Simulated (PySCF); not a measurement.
Excitation energy of N²⁺ by level of theory

N²⁺ [He] 2s2 2p1 (2P) → N²⁺ [He] 2s1 2p2 (4P), as a difference of total energies. Calculation: PySCF 2.14, in aug-cc-pVQZ; no relativity, point nucleus. Correlated levels: valence: 1s2 frozen. The calculations carry no spin-orbit coupling.

```csv
method,excitation energy (eV)
UHF,5.139
MP2 (valence),6.430
SCS-MP2 (valence),6.915
CCSD (valence),7.036
CCSD(T) (valence),7.067
```

**Question.** How much does correlation contribute at CCSD(T) (valence)?

**Answer.** 7.067 − (5.139) = 1.928 eV, measured against UHF.
